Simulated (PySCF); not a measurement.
Computed IR spectrum (relative IR intensity) of a molecule CH5Cl2NSi. Geometry optimised at PBE-D3(BJ)/def2-SVP. One conformer was computed; it need not be the lowest. Level of theory: PBE-D3(BJ)/def2-SVP (PySCF). Frequencies are harmonic and unscaled.

Lines under 2 % of the strongest are left out, and lines within 2 cm⁻¹ are merged.

```
ν (cm⁻¹)  relative intensity
--------  ------------------
267                      5.9
304                      6.3
447                       30
517                       90
566                       89
755                      100
796                       53
827                       89
1060                      15
1127                      85
1342                      48
1399                     6.7
1414                     7.2
1445                     7.0
2222                      63
2929                      56
3007                      19
3045                      12
3511                      22
```

### Question
Identify the compound among the candidates.
(A) NC[SiH](Cl)Cl
(B) CN[SiH](Cl)Cl
(C) C[Si](N)(Cl)Cl

### Answer
B, CN[SiH](Cl)Cl
